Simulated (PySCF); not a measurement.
Compound: C6H5ClN2.
Cartesian coordinates in Å at the GFN2-xTB level; atoms count from 1:
```
atom  x, y, z in Å
C1     2.4429   -0.8455    0.4175
C2     1.7087    0.2468    0.2373
C3     0.2712    0.2001    0.0268
N4    -0.3372   -0.9844    0.0132
C5    -1.6426   -1.0349   -0.1791
C6    -2.3925    0.1171   -0.3670
N7    -1.8126    1.3084   -0.3574
C8    -0.5127    1.3555   -0.1650
Cl9    0.1780    2.9315   -0.1632
H10    1.9855   -1.8201    0.4141
H11    3.5066   -0.7942    0.5713
H12    2.1511    1.2322    0.2381
H13   -2.0868   -2.0200   -0.1810
H14   -3.4604    0.1070   -0.5277
```

Method: PySCF 2.14.0, density-fitted response routines, TDDFT B3LYP/def2-SVPD, vertical, gas phase, core orbitals frozen in the response.

Ground-to-excited transition dipoles (e·a0, same axes as the geometry; the sign carries no meaning), for the states with f of 0.002 or more among the lowest 6:

```csv
state,E (eV),μx,μy,μz
S1,3.893,0.024,-0.011,-0.162
S2,4.286,1.260,0.013,0.187
S5,5.163,1.012,-1.153,0.226
S6,5.461,-0.231,-0.026,-0.033
```

Problem. Work out the oscillator strengths.

Solution. f = (2/3) ΔE |μ|² with ΔE in hartree (27.2114 eV).

```csv
state,|μ|² (au),|μ| (D),f
S1,0.027,0.42,0.003
S2,1.623,3.24,0.170
S5,2.405,3.94,0.304
S6,0.055,0.60,0.007
```

Problem. The point group is Cs. Which irreducible representation does each state belong to?

Solution. Polarised normal to the mirror plane, so A″: S1. Polarised in the mirror plane, so A′: S2, S5 and S6.

Problem. What angle do the transition dipoles of S2 and S5 make?

Solution. |cos θ| = |μa·μb| / (|μa| |μb|) = 0.66, so θ ≈ 49° (taken between 0 and 90°, since the signs are arbitrary).

Problem. What peak molar absorption coefficient would the strongest computed level give as a lone Gaussian band 0.5 eV wide at half height?

Solution. ε(max) = 2.175×10⁸ f / FWHM, with the width in cm⁻¹. S5: 2.175×10⁸ × 0.3043 / 4033 ≈ 16000 L mol⁻¹ cm⁻¹.

One conformer stands for the species.
